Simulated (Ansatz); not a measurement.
`OB(O[SiH3])O[SiH3]` and `[OH][Al]([O][SiH3])[O][SiH3]` differ in one element.

Ansatz, PBE0-D4/def2-TZVP geometries, multiplicity 1. Each molecule was computed in one conformer, which needn't be the lowest.

| property | `OB(O[SiH3])O[SiH3]` |
| --- | --- |
| HOMO energy (ωB97M-V/def2-TZVPP) / eV | -11.13 |
| size of the dipole moment (ωB97M-V/def2-TZVPP) / D | 1.55 |
| LUMO energy (B3LYP/def2-TZVPP) / eV | -0.48 |
| HOMO–LUMO gap (ωB97M-V/def2-TZVPP) / eV | 12.46 |
| HOMO–LUMO gap (PBE/def2-TZVPP) / eV | 6.23 |
| LUMO energy (PBE/def2-TZVPP) / eV | -1.09 |

Q: What does the change do to each property? (Estimate.)

A: Computed: 
```
                                          property  `[OH][Al]([O][SiH3])[O][SiH3]`  shift
             HOMO energy (ωB97M-V/def2-TZVPP) / eV                          -11.00   0.13
size of the dipole moment (ωB97M-V/def2-TZVPP) / D                            1.23  -0.32
               LUMO energy (B3LYP/def2-TZVPP) / eV                           -1.12  -0.64
           HOMO–LUMO gap (ωB97M-V/def2-TZVPP) / eV                           11.73  -0.73
               HOMO–LUMO gap (PBE/def2-TZVPP) / eV                            5.52  -0.71
                 LUMO energy (PBE/def2-TZVPP) / eV                           -1.71  -0.62
```

With PBE0 the HOMO rises by 0.14 eV and the LUMO falls by 0.59 eV, so the gap narrows by about 0.73 eV. PBE moves the HOMO by 0.10 eV and ωB97M-V by 0.13 eV. Dipoles are sizes alone; their direction can turn.

B3LYP here is the variant with VWN-RPA as its local correlation; programs differ in this.
